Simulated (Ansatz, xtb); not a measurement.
Relaxing a trial structure of CH6AlFMgSi

The starting geometry of this gas-phase singlet was built from a drawn formula by distance geometry and a force field; its bonds are those of `F[C@H]([SiH3])[AlH][MgH]`.

```xyz
11

C    -0.5023   -0.5580   -0.2043
Al    0.4767    0.3590   -1.6947
F    -1.8487   -0.4626   -0.4343
Mg    3.1444    0.4577   -1.5897
Si   -0.0996    0.2982    1.4218
H    -0.1747   -1.6607   -0.1781
H    -0.4547    1.7154    1.3692
H    -0.8059   -0.3986    2.4977
H     1.3691    0.1819    1.6538
H    -0.3098    1.0696   -2.8792
H     4.9583    0.4862   -1.5858
```

Task: Predict what becomes of its bonds when it is optimised with r2SCAN-D4/def2-SVP.

Result: It keeps its bonds, and is `F[C@H]([SiH3])[AlH][MgH]`.

The energy falls by 0.22 eV over 9 steps:

```csv
step,E − E(last) (eV)
1,0.221
2,0.034
3,0.008
4,0.003
5,0.001
6,0.001
7,0.000
8,0.000
9,0.000
```

Final geometry (Å):

```yaml
atoms:
  - { symbol: C, position_ang: [-0.4755, -0.5309, -0.2561] }
  - { symbol: Al, position_ang: [0.5094, 0.3594, -1.7489] }
  - { symbol: F, position_ang: [-1.8812, -0.4846, -0.4290] }
  - { symbol: Mg, position_ang: [3.2610, 0.4848, -1.6426] }
  - { symbol: Si, position_ang: [-0.0888, 0.2604, 1.4238] }
  - { symbol: H, position_ang: [-0.1698, -1.5983, -0.1837] }
  - { symbol: H, position_ang: [-0.3242, 1.7376, 1.3699] }
  - { symbol: H, position_ang: [-0.9394, -0.3114, 2.5095] }
  - { symbol: H, position_ang: [1.3562, 0.0358, 1.7543] }
  - { symbol: H, position_ang: [-0.4658, 0.9844, -2.8538] }
  - { symbol: H, position_ang: [4.9708, 0.5509, -1.5671] }
```

From the same start GFN2-xTB ends elsewhere, differing in F3–Mg4 (2.25 against 5.37 Å here).

The end wasn't checked by frequencies. Run with Ansatz 0.2.0, 31 s on 2 threads of Arm Neoverse V2 (shared host).
